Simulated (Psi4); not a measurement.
CH$_{5}$AlO$_{2}$, singlet, geometry from GFN2-xTB (such geometries of metal compounds can be far from the true shape); PBE/STO-3G run with Psi4.

The Psi4 input:
```
memory 2 GB

molecule mol {
0 1
Al    0.077495    0.072760    0.005579
C    -1.429124   -1.224157   -0.136255
H    -1.103574   -2.145534   -0.615245
H    -2.255784   -0.816331   -0.712402
H    -1.800166   -1.498175    0.849291
O    -0.039166    1.511442   -0.787356
H    -0.099529    2.338246   -1.240171
O     1.375252   -0.372392    0.916601
H     2.137670   -0.591536    1.429574
symmetry c1
no_reorient
no_com
}

set {
  basis sto-3g
  reference rks
}

energy('pbe')
print_variables()
```

Q: Write the output that Psi4 gives for this input, abridged.

A: 
```
   => Loading Basis Set <=

    Name: STO-3G
    Role: ORBITAL
    Keyword: BASIS

         ---------------------------------------------------------
                                   SCF
               by Justin Turney, Rob Parrish, Andy Simmonett
                          and Daniel G. A. Smith
                              RKS Reference
         ---------------------------------------------------------

  ==> Geometry <==

    Molecular point group: c1
    Full point group: C1

    Geometry (in Angstrom), charge = 0, multiplicity = 1:

       Center              X                  Y                   Z               Mass
    ------------   -----------------  -----------------  -----------------  -----------------
         AL           0.077495000000     0.072760000000     0.005579000000    26.981538530000
         C           -1.429124000000    -1.224157000000    -0.136255000000    12.000000000000
         H           -1.103574000000    -2.145534000000    -0.615245000000     1.007825032230
         H           -2.255784000000    -0.816331000000    -0.712402000000     1.007825032230
         H           -1.800166000000    -1.498175000000     0.849291000000     1.007825032230
         O           -0.039166000000     1.511442000000    -0.787356000000    15.994914619570
         H           -0.099529000000     2.338246000000    -1.240171000000     1.007825032230
         O            1.375252000000    -0.372392000000     0.916601000000    15.994914619570
         H            2.137670000000    -0.591536000000     1.429574000000     1.007825032230

  Running in c1 symmetry.

  Rotational constants: A =      0.20790  B =      0.18992  C =      0.10108 [cm^-1]
  Rotational constants: A =   6232.75380  B =   5693.61322  C =   3030.32383 [MHz]
  Nuclear repulsion =  159.127999830465683

  Charge       = 0
  Multiplicity = 1
  Electrons    = 40
  Nalpha       = 20
  Nbeta        = 20

  ==> Algorithm <==

  SCF Algorithm Type is DF.
  DIIS enabled.
  MOM disabled.
  Fractional occupation disabled.
  Guess Type is SAD.
  Energy threshold   = 1.00e-06
  Density threshold  = 1.00e-06
  Integral threshold = 1.00e-12

  ==> Primary Basis <==

  Basis Set: STO-3G
    Blend: STO-3G
    Number of shells: 19
    Number of basis functions: 29
    Number of Cartesian functions: 29
    Spherical Harmonics?: true
    Max angular momentum: 1

  ==> DFT Potential <==

   => LibXC <=

    Version 7.1.2
    S. Lehtola, C. Steigemann, M. J. T. Oliveira, and M. A. L. Marques,  SoftwareX 7, 1–5 (2018) (10.1016/j.softx.2017.11.002)

   => Composite Functional: PBE <=

    PBE GGA Exchange-Correlation Functional

    J.P. Perdew et. al., Phys. Rev. Lett., 77(18), 3865-3868, 1996

    Deriv               =              1
    GGA                 =           TRUE
    Meta                =          FALSE

    Exchange Hybrid     =          FALSE
    MP2 Hybrid          =          FALSE

   => Exchange Functionals <=

    1.0000     XC_GGA_X_PBE

   => Correlation Functionals <=

    1.0000     XC_GGA_C_PBE

   => LibXC Density Thresholds  <==

    XC_GGA_C_PBE:  1.00E-12
    XC_GGA_X_PBE:  1.00E-15

   => Molecular Quadrature <=

    Radial Scheme          =       TREUTLER
    Pruning Scheme         =           NONE
    Nuclear Scheme         =       TREUTLER

    Blocking Scheme        =         OCTREE
    BS radius alpha        =              1
    Pruning alpha          =              1
    Radial Points          =             75
    Spherical Points       =            302
    Total Points           =         192621
    Total Blocks           =           1492
    Max Points             =            256
    Max Functions          =             28
    Weights Tolerance      =       1.00E-15

   => Loading Basis Set <=

    Name: (STO-3G AUX)
    Role: JKFIT
    Keyword: DF_BASIS_SCF

  ==> Integral Setup <==

  SCF_SUBTYPE=INCORE selected. In-core MEM_DF algorithm will be used.
  Using in-core AOs.

  ==> MemDFJK: Density-Fitted J/K Matrices <==

    J tasked:                   Yes
    K tasked:                    No
    wK tasked:                   No
    Algorithm:                 Core
    Schwarz Cutoff:           1E-12
    Mask sparsity (%):       1.4269
    Fitting Condition:        1E-10

   => Auxiliary Basis Set <=

  Basis Set: (STO-3G AUX)
    Blend: DEF2-UNIVERSAL-JKFIT
    Number of shells: 143
    Number of basis functions: 447
    Number of Cartesian functions: 530
    Spherical Harmonics?: true
    Max angular momentum: 4

  Minimum eigenvalue in the overlap matrix is 2.3408053907E-01.
  Reciprocal condition number of the overlap matrix is 1.0334689094E-01.
    Using symmetric orthogonalization.

  ==> Pre-Iterations <==

  SCF Guess: Superposition of Atomic Densities via on-the-fly atomic UHF (no occupation information).

   -------------------------
    Irrep   Nso     Nmo
   -------------------------
     A         29      29
   -------------------------
    Total      29      29
   -------------------------

  ==> Iterations <==

                           Total Energy        Delta E     RMS |[F,P]|

   @DF-RKS iter SAD:  -426.39557704018887   -4.26396e+02   0.00000e+00
   @DF-RKS iter   1:  -427.99578620083952   -1.60021e+00   1.48061e-02 DIIS/ADIIS
   @DF-RKS iter   2:  -427.79075175197687    2.05034e-01   2.45905e-02 DIIS/ADIIS
   @DF-RKS iter   3:  -428.12381087295631   -3.33059e-01   1.77677e-03 DIIS/ADIIS
   @DF-RKS iter   4:  -428.12512977759354   -1.31890e-03   1.08462e-03 DIIS/ADIIS
   @DF-RKS iter   5:  -428.12575859080494   -6.28813e-04   1.15297e-04 DIIS/ADIIS
   @DF-RKS iter   6:  -428.12576715822064   -8.56742e-06   4.65678e-05 DIIS
   @DF-RKS iter   7:  -428.12576827734449   -1.11912e-06   1.84923e-05 DIIS
   @DF-RKS iter   8:  -428.12576847925675   -2.01912e-07   1.86999e-06 DIIS
   @DF-RKS iter   9:  -428.12576848161279   -2.35605e-09   1.60019e-07 DIIS
  Energy and wave function converged.

  ==> Post-Iterations <==

   Electrons on quadrature grid:
      Ntotal   =   39.9999845771 ; deviation = -1.542e-05

    Orbital Energies [Eh]
    ---------------------

    Doubly Occupied:

[...]
    Virtual:

[...]
    Final Occupation by Irrep:
              A
    DOCC [    20 ]
    NA   [    20 ]
    NB   [    20 ]

  @DF-RKS Final Energy:  -428.12576848161279

   => Energetics <=

    Nuclear Repulsion Energy =            159.1279998304656829
    One-Electron Energy =                -913.5559108110217039
    Two-Electron Energy =                 369.4856685245163135
    DFT Exchange-Correlation Energy =     -43.1835260255731086
    Empirical Dispersion Energy =           0.0000000000000000
    VV10 Nonlocal Energy =                  0.0000000000000000
    Total Energy =                       -428.1257684816127949

Computation Completed

Properties will be evaluated at   0.000000,   0.000000,   0.000000 [a0]

Properties computed using the SCF density matrix

 Multipole Moments:

 ------------------------------------------------------------------------------------
     Multipole            Electronic (a.u.)      Nuclear  (a.u.)        Total (a.u.)
 ------------------------------------------------------------------------------------

 L = 1.  Multiply by 2.5417464519 to convert [e a0] to [Debye]
 Dipole X            :          0.4609821           -0.0000076            0.4609745
 Dipole Y            :          0.4090586            0.0000151            0.4090737
 Dipole Z            :          0.0368658            0.0000076            0.0368733
 Magnitude           :                                                    0.6174127

 ------------------------------------------------------------------------------------

  Variable Map:
  ----------------------------------------------------------------------------
[...]
  Array Variable Map:
  ----------------------------------------------------------------------------
[...]
[...]
```
